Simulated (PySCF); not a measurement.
## Dipole response of Pt (platinum, neutral)

[Xe] 4f14 5d8 6s2, high-spin 3F determinant (an excited configuration). Calculation: PySCF 2.14, in aug-cc-pVQZ-PP with ECP60MDF; scalar relativity through the core potential. Coupled (time-dependent) response in atomic units; α is the mean over directions.

```csv
method,mean α (bohr³),C₆ (like pair),S(−4)
TPSS,44.33,473.9,667.6
```

S(−4) is the Cauchy moment in α(ω) = α(0) + S(−4) ω² + …

Spin-orbit coupling is absent.

α(iu) at TPSS:

```
u (hartree)  α(iu) (bohr³)
          0          44.33
     0.0500          42.75
      0.100          38.79
      0.200          29.38
      0.300          22.11
      0.500          13.88
      0.750          9.080
       1.00          6.560
       1.50          3.989
       2.00          2.709
       3.00          1.486
       5.00         0.6371
```

Energies and moments cover only the electrons outside the core potential. Spin-orbit coupling, absent here, splits the open shell strongly.
